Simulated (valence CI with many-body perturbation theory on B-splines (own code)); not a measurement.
**Ce7+: electric-dipole lines**

Method: configuration interaction combined with many-body perturbation theory (CI+MBPT): five valence electrons over a frozen Dirac-Fock core [Kr] 4d10, a basis of 7 s, 7 p, 7 d, 7 f, 4 g, 2 h functions for each j, with the one-electron correlation potential Σ1 (screened to all orders), the two-electron term Σ2, the three-electron term Σ3, Breit, model QED; selected single and double excitations, second order for the rest (own B-spline code, finite nucleus).

No measured spectrum was set against this ion. As an estimate, levels hold to about 250 cm⁻¹ or 0.2 % of their energy and the worst to 1 %, as in measured heavy ions of charge 2 to 7; those with d or f electrons hold less well. Among the levels kept, up to 2500 cm⁻¹ of a level comes from second order outside the variational space, and about a tenth of that is noise between levels of different J, which matters for small intervals.

Lines 1 to 50 of 523 in falling wavelength, among levels below 305830 cm⁻¹, chosen from the strongest by gf and those to the six lowest levels. Wavelengths and rates use the calculated energies, so an error of 200 cm⁻¹ moves a line at 137.2 nm by 0.27 % and its rate by three times that or more. Electric multipoles are in the length gauge, E1 and E2 with the static RPA response of the core. Weak lines are less certain than strong ones. Lines between different terms over intervals too small for the method are left out, as are lines whose strength nearly cancels. Where a level lies close to another of its J and parity, the split of strength between their lines is uncertain. The highest levels of a list are the least certain.

Names give the largest LS component (configuration and term), which can be under half, so a name can repeat, a term be missing and a line seem to break the LS rules; names also repeat where a configuration has a term twice. Letters in brackets count levels of one name in rising energy.

```tsv
λ vac (nm)	Upper	Lower	A (s⁻¹)	S (a.u.)
137.2	4f.5s.5p3 2H_11/2 [b]	4f2.5s2.5p 2I°_13/2 [a]	1.70e+07	2.60e-01
94.91	5s.5p4 4P_3/2	4f.5s2.5p2 4G°_5/2	2.49e+07	4.21e-02
88.31	4f.5s.5p3 6F_11/2	4f.5s2.5p2 4G°_11/2	6.01e+07	2.45e-01
84.19	4f.5s.5p3 6F_9/2	4f.5s2.5p2 4G°_9/2	6.87e+07	2.03e-01
83.21	4f.5s.5p3 4F_9/2 [a]	4f.5s2.5p2 2G°_9/2 [b]	5.38e+07	1.53e-01
81.04	4f.5s.5p3 4F_7/2 [f]	4f2.5s2.5p 4I°_9/2	1.42e+08	2.99e-01
80.65	4f.5s.5p3 4H_11/2	4f.5s2.5p2 4F°_9/2	5.20e+07	1.61e-01
80.59	4f.5s.5p3 4G_11/2	4f.5s2.5p2 2H°_11/2	7.98e+07	2.47e-01
79.39	4f.5s.5p3 4H_13/2	4f.5s2.5p2 2H°_11/2	1.55e+08	5.35e-01
79.18	5s.5p4 2D_3/2	4f.5s2.5p2 4G°_5/2	6.72e+07	6.59e-02
78.15	4f.5s.5p3 2H_11/2 [a]	4f.5s2.5p2 2H°_9/2	2.57e+08	7.28e-01
78.14	5s.5p4 4P_5/2	5s2.5p3 2D°_5/2	9.44e+07	1.33e-01
77.85	4f.5s.5p3 4F_7/2 [b]	4f.5s2.5p2 2F°_5/2 [c]	1.11e+08	2.06e-01
77.46	4f.5s.5p3 4G_11/2	4f.5s2.5p2 4F°_9/2	1.64e+08	4.53e-01
77.45	4f.5s.5p3 2F_7/2 [a]	4f.5s2.5p2 2D°_5/2 [b]	9.22e+07	1.69e-01
77.27	5s2.5p2.5d 2G_9/2	4f.5s2.5p2 2F°_7/2 [c]	7.11e+07	1.62e-01
77.17	4f.5s.5p3 2H_9/2 [a]	4f.5s2.5p2 4F°_7/2	1.45e+08	3.29e-01
76.50	4f.5s.5p3 2H_9/2 [b]	4f.5s2.5p2 4F°_9/2	6.30e+07	1.39e-01
76.37	4f.5s.5p3 4F_7/2 [a]	4f.5s2.5p2 4D°_7/2 [b]	8.25e+07	1.45e-01
76.30	4f.5s.5p3 2G_9/2 [a]	4f.5s2.5p2 2F°_7/2 [b]	2.15e+08	4.72e-01
75.71	5s.5p4 4P_1/2	5s2.5p3 2P°_1/2	1.41e+08	6.03e-02
74.73	5s.5p4 2P_3/2	4f.5s2.5p2 2D°_5/2 [a]	1.67e+08	1.38e-01
73.81	5s.5p4 4P_5/2	5s2.5p3 2D°_3/2	2.21e+08	2.63e-01
73.44	5s2.5p2.5d 2G_7/2	4f.5s2.5p2 2H°_9/2	9.71e+07	1.52e-01
73.34	5s.5p4 2D_5/2	5s2.5p3 2P°_3/2	3.41e+08	3.98e-01
70.12	4f.5s.5p3 2F_7/2 [a]	4f.5s2.5p2 2F°_5/2 [c]	9.83e+07	1.34e-01
69.86	4f.5s.5p3 2G_9/2 [a]	4f.5s2.5p2 4F°_9/2	1.51e+08	2.54e-01
69.38	5s.5p4 4P_3/2	5s2.5p3 2D°_5/2	9.13e+07	6.02e-02
69.16	4f.5s.5p3 4G_9/2 [b]	4f.5s2.5p2 2H°_9/2	1.45e+08	2.37e-01
68.13	4f.5s.5p3 2H_9/2 [a]	4f.5s2.5p2 2G°_7/2	8.81e+07	1.38e-01
67.83	5s2.5p2.5d 4F_3/2	4f.5s2.5p2 4G°_5/2	2.19e+08	1.35e-01
67.83	4f.5s.5p3 4F_9/2 [b]	4f.5s2.5p2 2H°_9/2	1.08e+08	1.67e-01
67.72	5s2.5p2.5d 4F_7/2 [a]	4f.5s2.5p2 4G°_9/2	1.25e+08	1.53e-01
67.44	5s2.5p2.5d 4F_7/2 [a]	4f.5s2.5p2 4D°_7/2 [b]	1.85e+08	2.24e-01
67.28	4f.5s.5p3 4F_5/2 [a]	4f.5s2.5p2 4D°_7/2 [a]	1.42e+08	1.28e-01
67.26	4f.5s.5p3 4H_11/2	4f.5s2.5p2 4G°_11/2	1.74e+08	3.14e-01
67.23	5s2.5p2.5d 4D_5/2	4f.5s2.5p2 2F°_5/2 [b]	1.66e+08	1.49e-01
67.20	4f.5s.5p3 2H_9/2 [b]	4f.5s2.5p2 2G°_7/2	1.68e+08	2.52e-01
67.10	4f.5s.5p3 2H_11/2 [b]	4f.5s2.5p2 2H°_11/2	2.06e+08	3.68e-01
67.05	4f.5s.5p3 2D_3/2 [c]	4f.5s2.5p2 2P°_3/2	2.49e+08	1.48e-01
66.98	5s2.5p2.5d 2F_7/2 [a]	4f.5s2.5p2 2G°_9/2 [a]	3.83e+08	4.54e-01
66.95	4f.5s.5p3 4F_7/2 [a]	4f.5s2.5p2 4D°_7/2 [a]	1.20e+08	1.43e-01
66.84	5s2.5p2.5d 2D_5/2 [b]	4f.5s2.5p2 2F°_7/2 [c]	1.72e+08	1.52e-01
66.77	5s.5p4 2D_3/2	5s2.5p3 2P°_1/2	6.73e+07	3.96e-02
66.53	5s2.5p2.5d 4F_9/2	4f.5s2.5p2 4G°_11/2	2.84e+08	4.13e-01
66.52	4f.5s.5p3 4G_9/2 [a]	4f.5s2.5p2 4G°_9/2	6.06e+08	8.80e-01
66.52	5s2.5p2.5d 4F_3/2	5s2.5p3 2P°_3/2	6.24e+07	3.62e-02
66.47	4f.5s.5p3 4P_5/2 [b]	4f.5s2.5p2 4D°_3/2	1.51e+08	1.31e-01
66.29	4f.5s.5p3 4G_7/2 [a]	4f.5s2.5p2 4G°_7/2	1.58e+08	1.82e-01
66.26	4f.5s.5p3 4G_9/2 [a]	4f.5s2.5p2 4D°_7/2 [b]	2.52e+08	3.61e-01
```
